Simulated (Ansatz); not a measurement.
input.yaml

```yaml
crystal:
  periodic: [false, false, false]
  atoms:
    - { symbol: B, position_ang: [-0.065521, 0.084401, 0.28183] }
    - { symbol: "N", position_ang: [0.048298, 0.13411, 1.814415] }
    - { symbol: H, position_ang: [-0.722653, -0.314437, 2.31988] }
    - { symbol: H, position_ang: [0.949624, -0.146882, 2.211694] }
    - { symbol: H, position_ang: [0.945062, -0.064237, -0.35898] }
    - { symbol: F, position_ang: [-1.246188, -0.399429, -0.175039] }
    - { symbol: S, position_ang: [-0.280421, 2.449024, 0.300913] }
    - { symbol: H, position_ang: [-1.638716, 2.40271, 0.370898] }
    - { symbol: H, position_ang: [-0.101285, 1.528941, 1.580191] }
basis:
  gaussian: { orbitals: "6-31G*" }
hamiltonian:
  xc: pbe
md:
  timestep: 0.5
  n_steps: 200
  ensemble: nve
  temperature: 300.0
  initial_velocities: maxwell_boltzmann
  seed: 10742
```

Run as:

```bash
$ ansatz run input.yaml --threads 1 --pin off --max-ram 2048MiB --backend cpu --events-out ev --progress --plain --runs-dir out
```

Hardware: 1 thread of Arm Neoverse V1, with other jobs on the host.

Question: Roughly how long does this run take, and how much memory?

Answer: 6.9 min, with a peak of 0.12 GiB, for 201 ionic steps.
